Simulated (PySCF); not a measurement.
PySCF job for BrGeH3O, SMILES [OH][GeH2][Br], PBE0/pcSseg-1. Geometry: PBE0-D3(BJ)/def2-SVP. Other conformers were not sampled.

```python
import numpy as np
from pyscf import gto, scf, dft
from pyscf.prop.nmr import rks as nmr

mol = gto.M(
    atom='''
    Ge    0.29195873   -0.93436237   -0.00311445
    O     1.97513166   -0.69624473   -0.48706171
    Br   -0.78464118    1.11116745    0.10315770
    H    -0.33484598   -1.76303342   -1.12318868
    H     0.18879712   -1.54378977    1.40369041
    H     2.46475774   -0.11448399    0.10513517
    ''',
    basis='pcSseg-1',
    charge=0,
    spin=0,
    max_memory=1600,
    verbose=3,
)
mf = dft.RKS(mol, xc='pbe0')
mf.grids.level = 3
mf.conv_tol = 1e-10
mf.max_cycle = 100
mf.kernel()
n = nmr.NMR(mf)
n.verbose = 2
n.max_cycle_cphf = 60
sigma = n.kernel()
print('atom   isotropic/ppm   span/ppm')
for i, s in enumerate(sigma):
    w = np.linalg.eigvalsh((s + s.T) / 2)
    print(f'{mol.atom_symbol(i):2s}{i + 1:3d} {w.mean():14.3f} {w[2] - w[0]:11.3f}')
```

It prints:

```
converged SCF energy = -4727.10346369882
atom   isotropic/ppm   span/ppm
Ge  1       1296.833     234.564
O   2        282.104      90.368
Br  3       2569.244     695.751
H   4         25.481      18.644
H   5         25.095      18.947
H   6         30.135      20.766
```

The calculation finished and met its thresholds.

Cost: roughly 20 core-seconds.
